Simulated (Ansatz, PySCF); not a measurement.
Process, species as SMILES: [SiH3]C1=CCCC1 [cyclopenten-1-ylsilane] + 7 [H][H] (H2) → 5 C (CH4) + [SiH4] (SiH4)
Structures are relaxed separately at B3LYP-D3(BJ)/def2-TZVP in Ansatz (a program for electronic structure), one conformer each, not searched for the lowest. Frequencies are from Ansatz or PySCF.

Wanted: energy of full hydrogenation (0 K, with B3LYP-D3(BJ) harmonic zero-point energies), in kcal/mol. Valence correlation only, unless marked. No spin-orbit coupling. No relativistic terms. Basis-set limits of correlation are two-point, X^-3; Hartree-Fock from the larger set.

CCSD(T)/CBS(cc-pV(T+d)Z,cc-pV(Q+d)Z) (Ansatz) gives -93.6 kcal/mol.

Problem. Another calculation gave -103.8 kcal/mol. Which level was it?
A. CAM-B3LYP/def2-TZVPD (Ansatz)
B. revPBE/def2-TZVPD (Ansatz)
C. B2PLYP/def2-TZVPD (Ansatz)
D. B97M-V/def2-TZVPD (Ansatz)

Solution. D, B97M-V/def2-TZVPD (Ansatz). The others give -98.0 (B2PLYP), -106.3 (CAM-B3LYP), -94.8 (revPBE) kcal/mol.
